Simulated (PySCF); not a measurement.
## C₆ coefficients of unlike pairs at PBE

Calculated with PySCF 2.14 from the dipole response of each species, C₆(A,B) = (3/π) ∫ α_A(iu) α_B(iu) du, in atomic units, from isotropic polarisabilities. For ions this is the dispersion term alone; charge-induced terms of lower order in 1/R come first.

```json
{"species": "Cu³⁺", "configuration": "[Ar] 3d8 (3F)", "basis": "x2c-TZVPPall with one added diffuse shell each of s, p, d, f type (7s6p5d3f1g)", "relativity": "spin-free X2C", "α (bohr³)": "1.691", "C₆ (like pair)": "3.878"}
{"species": "Tc⁺", "configuration": "[Kr] 4d5 5s1 (7S)", "basis": "aug-cc-pVTZ-DK (9s8p6d3f2g)", "relativity": "spin-free X2C", "α (bohr³)": "33.96", "C₆ (like pair)": "252.3"}
{"species": "Nb²⁺", "configuration": "[Kr] 4d3 (4F)", "basis": "aug-cc-pVDZ-PP with ECP28MDF (5s5p4d2f)", "relativity": "core potential", "α (bohr³)": "11.92", "C₆ (like pair)": "61.79"}
```

(1) Estimate C₆ for Nb²⁺ with Tc⁺.

No spin-orbit coupling is included.

The other pairs:

```csv
pair,C₆
"Tc⁺, Cu³⁺",24.44
"Nb²⁺, Cu³⁺",13.95
```

## Answers

(1) The integral gives 120.1. The combination rule 2 C_A C_B / (C_A α_B/α_A + C_B α_A/α_B) gives 117.8 and the geometric mean 124.9.
